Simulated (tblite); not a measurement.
Compound: C5H8BrFO.
Numbering: `[CH2:1]=[CH:2][O:3][CH2:4][CH2:5][C@@H:6]([F:7])[Br:8]` (hydrogens: H9, H10 on C1; H11 on C2; H12, H13 on C4; H14, H15 on C5; H16 on C6)

Computed with GFN2-xTB (tblite), gas phase: L-BFGS steps from a force-field or distance-geometry start until the largest atomic force falls under 0.01 eV/Å.

Geometry at step 2:
```
atom  x, y, z in Å
C1      2.7252    0.5602    0.5432
C2      1.7551   -0.1078    1.1556
O3      0.5275   -0.4600    0.6791
C4      0.1909   -0.0772   -0.6347
C5     -1.2176   -0.5728   -0.9564
C6     -2.2374    0.1235   -0.0727
F7     -2.2508    1.4513   -0.3509
Br8    -4.0157   -0.5981   -0.4327
H9      2.6486    0.9333   -0.4623
H10     3.6453    0.7627    1.0649
H11     1.8596   -0.4710    2.1662
H12     0.8898   -0.5368   -1.3470
H13     0.2337    1.0200   -0.7353
H14    -1.2638   -1.6512   -0.8024
H15    -1.4393   -0.3577   -2.0026
H16    -2.0587   -0.0095    0.9984
```

Task: What forces act on the atoms?

Result: 
```json
{"atom": "C1", "Fx (eV/Å)": "-0.189", "Fy (eV/Å)": "-0.114", "Fz (eV/Å)": "0.163"}
{"atom": "C2", "Fx (eV/Å)": "0.055", "Fy (eV/Å)": "0.113", "Fz (eV/Å)": "-0.309"}
{"atom": "O3", "Fx (eV/Å)": "0.090", "Fy (eV/Å)": "0.010", "Fz (eV/Å)": "0.183"}
{"atom": "C4", "Fx (eV/Å)": "0.120", "Fy (eV/Å)": "0.103", "Fz (eV/Å)": "-0.147"}
{"atom": "C5", "Fx (eV/Å)": "0.097", "Fy (eV/Å)": "-0.013", "Fz (eV/Å)": "0.150"}
{"atom": "C6", "Fx (eV/Å)": "0.088", "Fy (eV/Å)": "-0.059", "Fz (eV/Å)": "-0.167"}
{"atom": "F7", "Fx (eV/Å)": "-0.101", "Fy (eV/Å)": "-0.046", "Fz (eV/Å)": "0.106"}
{"atom": "Br8", "Fx (eV/Å)": "-0.144", "Fy (eV/Å)": "0.019", "Fz (eV/Å)": "-0.008"}
{"atom": "H9", "Fx (eV/Å)": "-0.006", "Fy (eV/Å)": "-0.016", "Fz (eV/Å)": "0.016"}
{"atom": "H10", "Fx (eV/Å)": "-0.114", "Fy (eV/Å)": "-0.037", "Fz (eV/Å)": "-0.063"}
{"atom": "H11", "Fx (eV/Å)": "-0.011", "Fy (eV/Å)": "-0.020", "Fz (eV/Å)": "0.064"}
{"atom": "H12", "Fx (eV/Å)": "0.062", "Fy (eV/Å)": "0.103", "Fz (eV/Å)": "-0.010"}
{"atom": "H13", "Fx (eV/Å)": "0.051", "Fy (eV/Å)": "-0.128", "Fz (eV/Å)": "-0.009"}
{"atom": "H14", "Fx (eV/Å)": "-0.067", "Fy (eV/Å)": "-0.003", "Fz (eV/Å)": "0.072"}
{"atom": "H15", "Fx (eV/Å)": "-0.021", "Fy (eV/Å)": "0.027", "Fz (eV/Å)": "-0.011"}
{"atom": "H16", "Fx (eV/Å)": "0.090", "Fy (eV/Å)": "0.060", "Fz (eV/Å)": "-0.032"}
```

The largest, 0.33 eV/Å, acts on C2; the rms over all components is 0.099 eV/Å. The forces sum to zero within rounding, as they must for an isolated molecule in no field.

Task: Give the force on C2 in Eh/bohr and in nN.

Result: 0.334 eV/Å ÷ 51.422 = 0.00649 Eh/bohr, and 0.334 eV/Å × 1.602 = 0.53 nN.

Task: How far is this geometry from the end of the optimisation?

Result: 0.014 eV above it, and 0.043 Å rms away after alignment. The bonds farthest from their final lengths, with half the difference of the two atoms' forces along the bond (positive lengthens):

```tsv
bond	now (Å)	final (Å)	force along bond (eV/Å)
C6–Br8	1.953	1.960	+0.08
C2–O3	1.363	1.357	-0.09
C1=C2	1.328	1.322	-0.26
C4–H13	1.103	1.099	-0.12
C1–H10	1.077	1.073	-0.02
O3–C4	1.409	1.413	+0.16
```

The angle farthest from its final value is O3–C4–C5, 109.2° against 107.8°.

The cost below is that of the whole relaxation. Time: 0.26 s wall. Hardware: Arm Neoverse V2, one thread (shared host).
